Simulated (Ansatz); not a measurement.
Calculated with Ansatz (gas phase, PBE0-D4/def2-TZVP geometries, no zero-point term in ΔE). CBS: MP2 limit from def2 TZ/QZ plus the TZ coupled-cluster correction, frozen cores. This one scheme is used for every species. DFT in def2-TZVPP. B3LYP here is the variant with VWN-RPA as its local correlation; programs differ in this.

Reaction (hydrogenolysis of a C–C bond): `Cc1cccnc1C` + H₂ → `Cc1ccccn1` + CH₄

`Cc1cccnc1C`:

Z-matrix (Å, degrees):
```
C
C 1 1.495
H 1 1.091 2 111.0
H 1 1.094 2 111.5 3 120.4
H 1 1.094 2 111.5 3 -120.4
C 2 1.386 1 121.4 3 -0.0
C 2 1.404 1 121.1 3 180.0
C 6 1.385 2 120.0 1 -180.0
H 6 1.086 2 119.6 1 0.0
N 7 1.330 2 122.6 1 180.0
C 7 1.496 2 120.8 1 -0.0
C 8 1.383 6 117.9 2 0.0
H 8 1.083 6 121.4 2 180.0
H 11 1.094 7 111.4 2 59.7
H 11 1.088 7 109.4 2 -179.9
H 11 1.094 7 111.4 2 -59.4
H 12 1.087 8 120.6 6 180.0
```

H₂:

```xyz
2

H    -0.364   -0.078    0.017
H     0.364    0.078   -0.017
```

`Cc1ccccn1`:

```xyz
14

C     1.024   -1.567    1.184
C     0.394   -0.474    0.380
C    -0.956   -0.502    0.043
C    -1.489    0.535   -0.703
C    -0.658    1.572   -1.091
C     0.674    1.514   -0.709
N     1.194    0.525    0.005
H     0.304   -2.342    1.448
H     1.843   -2.022    0.623
H     1.454   -1.158    2.101
H    -1.578   -1.330    0.364
H    -2.538    0.533   -0.977
H    -1.027    2.406   -1.676
H     1.359    2.308   -0.993
```

CH₄:

Z-matrix (Å, degrees):
```
C
H 1 1.090
H 1 1.090 2 109.5
H 1 1.090 2 109.5 3 -120.0
H 1 1.090 2 109.5 3 120.0
```

```tsv
level	ΔE (kJ/mol)
B3LYP-D4	-60.3
CAM-B3LYP-D4	-62.2
CAM-B3LYP	-69.3
MP2/def2-TZVPP	-50.8
```

Problem. What does CCSD(T)/CBS give? (Estimate.)

Solution. Computed: -57.6 kJ/mol. The listed levels differ from it by -2.7, -4.6, -11.7, 6.8 kJ/mol.

Largest T1 diagnostic among the species: 0.012.

Leaving LDA and LC-ωPBE aside and taking each functional with its dispersion term where it has one, the values, not all of them listed here, spread over 17.5 kJ/mol, from B2PLYP to revPBE-D4. LDA lies +15.0 kJ/mol from PBE without D4. The D4 term adds +12.1 kJ/mol with B3LYP and +6.9 kJ/mol with PBE0; it sums over pairs of atoms, weighted by their polarisabilities, and B3LYP, whose exchange is more repulsive, gets the larger term. In def2-TZVPP, CCSD(T) changes the Hartree–Fock value by +27.4 kJ/mol (the triples alone add +5.2 kJ/mol) and MP2 by +34.6 kJ/mol.
